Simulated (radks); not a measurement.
Results of a calculation; reference values are marked as such.
Species: C3+. Configuration: [He] 2s1. Code: a radial shooting solver on a logarithmic mesh with Libxc functionals. Model: scalar-relativistic Kohn-Sham, BLYP, spin-polarised, spherical densities, finite nucleus; open shells are filled with parallel spins first; Fermi nuclear charge, rms radius 2.4702 fm.

Normalised radial functions P(r) = r R(r), r in bohr:

r,1s up,1s down
0.00837,0.2222,0.2219
0.01125,0.2935,0.2931
0.01513,0.3854,0.3849
0.02034,0.5020,0.5013
0.02757,0.6513,0.6503
0.03706,0.8269,0.8257
0.04983,1.0297,1.0283
0.067,1.2495,1.2478
0.09007,1.4649,1.4630
0.1211,1.6409,1.6391
0.1628,1.7307,1.7293
0.2207,1.6830,1.6825
0.2967,1.4727,1.4733
0.3989,1.1223,1.1236
0.5363,0.7126,0.7140
0.721,0.3561,0.3569
0.9694,0.1302,0.1289
1.303,0.0310,0.0302
1.766,0.0039,0.0037
2.375,0.0002,0.0002
3.193,0.0000,0.0000
4.293,0.0000,0.0000

1s up: eigenvalue -332.69 eV, 0 radial nodes, <r> = 0.269 bohr, 90 % of the charge inside 0.483 bohr. 1s down: eigenvalue -331.77 eV, 0 radial nodes, <r> = 0.269 bohr, 90 % of the charge inside 0.483 bohr.

Empty levels of this run are not shown, since the potential may be unsettled where no density lies.
